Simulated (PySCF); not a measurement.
# Zero-point energy and free energy from harmonic frequencies

System: NO (SMILES [N]=O), doublet, at the geometry optimised at the base level. Level: PySCF with PBE/3-21G, frequencies. Sums are taken with unrounded values, so a last digit can differ.

Electronic energy -129.018893 Eh; harmonic frequencies (cm⁻¹, unscaled): 1548. At 298.15 K and 1 atm the ideal-gas enthalpy is -129.012058 Eh and the entropy 49.26 cal/(mol K).

### Question
Work out the zero-point energy, the thermal part of the enthalpy and the Gibbs energy.

### Answer
The frequencies add up to 1548 cm⁻¹; half of that over 219474.6 cm⁻¹/Eh is 0.00353 Eh = 2.21 kcal/mol (the program: 2.21). H - E - ZPE = 2.08 kcal/mol comes from translation, rotation, pV and thermally filled vibrations (RT = 0.592 kcal/mol). TS = 298.15 × 49.26/1000 = 14.69 kcal/mol = 0.02340 Eh, so G = H - TS = -129.03546 Eh.
